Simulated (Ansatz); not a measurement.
BH8NSSi2 can be A, `NB(S)[SiH2][SiH3]`, or B, `BN[SiH]([SiH3])S`.

Computed with Ansatz on PBE0-D4/def2-TZVP structures; ΔE is electronic, products minus reactants. CCSD(T)/CBS adds triple-zeta CCSD(T) − MP2 to the extrapolated MP2 energy (def2 sets, frozen cores). Functionals use def2-TZVPP. B3LYP here is the variant with VWN-RPA as its local correlation; programs differ in this. One conformer a species, not always the lowest.

(1) Which is lower in electronic energy at CCSD(T)/CBS, and by how much? (An estimate is asked.)

(2) Give E(B) − E(A) in kcal/mol with B3LYP-D4, PBE0-D4, B3LYP, ωB97M-V, CCSD/def2-TZVPP, CCSD(T)/def2-TZVPP, B2PLYP. (Best estimate.)

Largest T1 diagnostic: 0.014.

Results:

(1) Ansatz gave: B, by 12.3 kcal/mol.

(2) Ansatz gave: B3LYP-D4 -11.6, PBE0-D4 -8.9, B3LYP -10.8, ωB97M-V -12.7, CCSD/def2-TZVPP -12.1, CCSD(T)/def2-TZVPP -11.5, B2PLYP -11.9. None reverses the order clearly.

In def2-TZVPP, CCSD(T) changes the Hartree–Fock value by +4.0 kcal/mol (the triples alone add +0.6 kcal/mol) and MP2 by +2.6 kcal/mol. The D4 term adds −0.8 kcal/mol with B3LYP and −0.4 kcal/mol with PBE0; it sums over pairs of atoms, weighted by their polarisabilities, and B3LYP, whose exchange is more repulsive, gets the larger term.
